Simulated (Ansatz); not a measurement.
Gas-phase electronic energies from Ansatz, PBE0-D4/def2-TZVP geometries. CBS: MP2 limit from def2 TZ/QZ plus the TZ coupled-cluster correction, frozen cores. Functionals use def2-TZVPP. B3LYP here is the variant with VWN-RPA as its local correlation; programs differ in this. HSE06 is defined as in plane-wave codes. One conformer a species, not always the lowest.

Consider the substitution at a C–C bond: `CCCCC(=O)CCCC` + `CN[SiH3]` → `CCN(C)[SiH3]` + `CCCCC(=O)CC`.

```csv
level,ΔE (kJ/mol),difference from CCSD(T)/CBS
PBE-D4,24.8,-4.5
revPBE-D4,21.4,-7.9
BLYP-D4,20.5,-8.8
r2SCAN-D4,28.9,-0.4
B97M-V,29.6,0.3
PBE0-D4,27.5,-1.8
B3LYP-D4,23.7,-5.6
r2SCANh-D4,29.5,0.2
r2SCAN0-D4,30.2,0.9
HSE06-D4,27.6,-1.7
BHLYP-D4,26.5,-2.8
ωB97X-V,27.8,-1.5
ωB97M-V,29.0,-0.3
B2PLYP,29.0,-0.3
PBE-QIDH,30.2,0.9
PBE,28.7,-0.6
r2SCAN,29.5,0.2
PBE0,30.8,1.5
B3LYP,30.1,0.8
r2SCANh,30.2,0.9
r2SCAN0,31.0,1.7
HSE06,30.7,1.4
BHLYP,31.6,2.3
CAM-B3LYP,30.0,0.7
LC-ωPBE,31.8,2.5
RPA@PBE/def2-TZVPP,25.7,-3.6
HF/def2-SVP,30.6,1.3
MP2/def2-SVP,24.7,-4.6
CCSD/def2-SVP,25.1,-4.2
CCSD(T)/def2-SVP,23.4,-5.9
HF/def2-TZVPP,34.5,5.2
MP2/def2-TZVPP,27.8,-1.5
SCS-MP2/def2-TZVPP,27.8,-1.5
CCSD/def2-TZVPP,29.4,0.1
CCSD(T)/def2-TZVPP,27.8,-1.5
HF/def2-QZVPP,34.4,5.1
MP2/def2-QZVPP,28.6,-0.7
SCS-MP2/def2-QZVPP,28.8,-0.5
HF/CBS(def2),34.4,5.1
CCSD/CBS(def2),31.0,1.7
CCSD(T)/CBS,29.3,0
```

Largest T1 diagnostic among the species: 0.011.

Leaving LDA and LC-ωPBE aside and taking each functional with its dispersion term where it has one, the values spread over 9.7 kJ/mol, from BLYP-D4 to PBE-QIDH. LDA lies −3.3 kJ/mol from PBE without D4. At CCSD(T), def2-SVP lies −5.9 kJ/mol from the extrapolated value and def2-TZVPP −1.5 kJ/mol.

CCSD(T)/CBS has its own doubt, a few kJ/mol and more with outer-core shells, so smaller differences from it don't rank the levels.
